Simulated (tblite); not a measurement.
Compound: C7H15NSi.
Structure used (GFN2-xTB), in Å, numbered top down from 1:
```xyz
24
C7H15NSi angstrom
Si     2.463    1.318    1.313
N      1.240    0.121    1.447
C      0.209   -0.137    0.485
C     -1.077   -0.708    1.115
C     -2.152   -0.423    0.050
C     -1.358    0.260   -1.070
C     -0.467   -0.791   -1.742
C      0.607   -1.073   -0.677
C     -0.338    1.073   -0.277
H      3.317    1.216    0.116
H      3.279    1.116    2.508
H      1.813    2.629    1.298
H      1.464   -0.715    1.966
H     -1.290   -0.185    2.048
H     -0.979   -1.770    1.338
H     -2.642   -1.332   -0.300
H     -2.921    0.244    0.438
H     -1.981    0.816   -1.770
H     -1.031   -1.684   -2.010
H     -0.022   -0.389   -2.653
H      1.605   -0.811   -1.032
H      0.625   -2.117   -0.363
H      0.413    1.550   -0.902
H     -0.788    1.811    0.383
```

All values are computed: GFN2-xTB (tblite) harmonic vibrations without scaling, gas phase. Errors from tens to a few hundred cm⁻¹ against measured bands are possible. Modes of hydrogen on silicon can be 10 to 20 % off. One conformer, not necessarily the lowest.

Harmonic wavenumbers (cm⁻¹): 54.4, 111.5, 150.0, 161.4, 280.9, 316.9, 365.4, 414.1, 452.0, 483.5, 521.8, 539.2, 582.6, 665.2, 758.8, 764.5, 805.3, 818.6, 820.5, 830.8, 855.0, 900.9, 938.7, 954.8, 963.3, 994.8, 1001.3, 1010.9, 1030.4, 1058.8, 1078.4, 1118.1, 1137.4, 1161.7, 1197.2, 1206.4, 1209.2, 1222.4, 1247.1, 1251.6, 1267.0, 1294.8, 1307.3, 1312.9, 1330.3, 1353.4, 1480.1, 1487.3, 1494.4, 1499.4, 1519.0, 2157.7, 2248.7, 2268.0, 2971.4, 2974.7, 2985.7, 2987.0, 2993.4, 2995.7, 2996.7, 3002.6, 3005.3, 3015.8, 3022.7, 3440.6.

A = 2796, B = 949.6, C = 894.6 MHz; mass 141.097 u (most abundant isotopes); point group C1, symmetry number 1.

Task: Zero-point energy?

Result: ½Σν̃ = 44924 cm⁻¹ = 128.44 kcal/mol.

Task: Entropy at 500 K, 1 bar (ideal gas, RRHO, classical rotation)?

Result: Translation 43.34, rotation 30.84, vibration 47.88: S = 122.1 cal/(mol K).

Task: And Cp and H(500 K) − H(0)?

Result: Cp = 67.04 cal/(mol K), of which vibrations give 59.09 (their classical limit is 66 R = 131.2); H(500 K) − H(0) = 17.53 kcal/mol without the zero-point energy, 13.56 from vibrations.

Task: What must be added to the electronic energy to get the Gibbs energy at 500 K and 1 bar?

Result: ZPE + [H(500 K) − H(0)] − T·S = 128.44 + 17.53 − 61.03 = 84.94 kcal/mol.

Task: Blend soft modes into free rotors: weight 1/[1 + (100 cm⁻¹/ν̃)⁴] for the oscillator and the rest for a rotor with moment μB/(μ + B), μ = h/(8π²ν), B = 10⁻⁴⁴ kg m². What vibrational entropy results?

Result: 45.74 cal/(mol K) in place of 47.88, which changes −T·S at 500 K by +1.07 kcal/mol.

Task: How do the functions run with temperature in this model?

Result: 
```
 T (K)  S (cal/(mol K))  Cp (cal/(mol K))  H − H(0) (kcal/mol)  G − H(0) (kcal/mol)  ln q(vib)
    50             57.8              11.5                 0.46                -2.43       0.30
   100             67.1              16.0                 1.15                -5.56       1.10
298.15             94.5              40.5                 6.55               -21.63       5.26
373.15            104.8              51.2                 9.99               -29.11       7.10
   750            153.7              88.8                37.23               -78.05      17.42
  1000            181.3             102.7                61.30              -120.02      24.30
```

q(vib) and H(0) count from the zero-point level.

Task: Which modes carry the vibrational entropy at 500 K?

Result: 54.4 cm⁻¹: 5.67; 111.5 cm⁻¹: 4.25; 150.0 cm⁻¹: 3.67; 161.4 cm⁻¹: 3.53; 280.9 cm⁻¹: 2.46; 316.9 cm⁻¹: 2.24 cal/(mol K); the other 60 give 26.05 together.

Hindered rotation and anharmonicity are outside this model. Other conformers, if any are populated, would add a mixing term that is left out. The structure is chiral; the term R ln 2 for an equal mix with its mirror image is left out.
